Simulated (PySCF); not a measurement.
Computed shifts of a molecule C₃H₅BF₂, PySCF with PBE/pcSseg-1, GIAO, gas phase, equivalent atoms averaged, in ppm (number of nuclei): ¹³C: 180.0 (1), 115.5 (1), 4.8 (1). ¹⁹F: -52.3 (1), -121.8 (1). ¹H: 5.92 (1), 5.75 (1), 1.00 (3). References: ¹³C against TMS (σ = 182.0 ppm); ¹⁹F against CFCl3 (σ = 133.6 ppm); ¹¹B against BF3 (σ = 83.9 ppm); ¹H against TMS (σ = 31.49 ppm), references at their B3LYP-D3(BJ)/def2-TZVP geometries, non-relativistic. Geometry: PBE0-D3(BJ)/def2-SVP. One conformer was computed; it need not be the lowest.

Q: Which molecule gave these data?
A. FB(F)C1CC1
B. C=C(F)B(C)F
C. FB1CC(F)C1
D. C=C(C)B(F)F

A: B, C=C(F)B(C)F
